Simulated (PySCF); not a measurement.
Spectra and structures to be paired. Method: TDDFT B3LYP/def2-SVPD, vertical, gas phase, core orbitals frozen in the response (PySCF). Geometries: PBE0-D3(BJ)/def2-SVP; one conformer of each isolated species. Triplets are in the Tamm–Dancoff approximation. Relativistic effects are left out although some hold elements past zinc.

A. `C(c1ccccc1)=C1C=C1`
B. `[F][Cu]<-[AsH3]`
C. `C=C1C=Cc2ccccc21`

Lowest singlet levels (six at most, fewer where fewer were computed) with oscillator strengths:

1. 4.64 eV (f 0.054 summed over 2 states); 4.79 eV (f 0.026); 4.80 eV (f 0.000); 4.86 eV (f 0.001 summed over 2 states); 4.94 eV (f 0.010 summed over 2 states); 5.30 eV (f 0.001 summed over 2 states); T1 4.32 eV
2. 3.40 eV (f 0.021); 4.18 eV (f 0.106); 5.15 eV (f 0.319); 5.31 eV (f 0.174); 5.51 eV (f 0.094); 5.99 eV (f 0.002); T1 2.50 eV
3. 3.31 eV (f 0.006); 4.42 eV (f 0.080); 4.69 eV (f 0.459); 4.98 eV (f 0.039); 5.10 eV (f 0.001); 5.40 eV (f 0.000); T1 2.70 eV

Task: Which spectrum belongs to which structure?

Result: 1 = B, 2 = C, 3 = A.
- A: S1 at 3.31 eV, HOMO→LUMO (99%); Löwdin shares by element: HOMO carbon 59% or more (atoms not listed hold the other 41%); LUMO carbon 85% or more, hydrogen 7% or more; HOMO -5.30 and LUMO -1.19 eV; point group Cs, 1 of its 6 listed states under f = 0.0005.
- B: S1 at 4.64 eV, HOMO→LUMO/LUMO+1 (≥94%); for S1 the Löwdin share of copper is 72% in HOMO and 22% in LUMO; HOMO -7.00 and LUMO -1.21 eV; point group C3v, 2 of its 10 listed states under f = 0.0005.
- C: S1 at 3.40 eV, HOMO→LUMO (91%); Löwdin shares by element: HOMO carbon 60% or more (atoms not listed hold the other 40%); LUMO carbon 60% or more (atoms not listed hold the other 40%); HOMO -6.15 and LUMO -2.05 eV; point group Cs.
A and C have S1 within 0.09 eV of each other; their strongest listed levels stand at 4.69 eV (f 0.459) and 5.15 eV (f 0.319).

A slash joins orbitals within 0.01 eV of each other, whose weights are summed (≥ marks a lower bound).
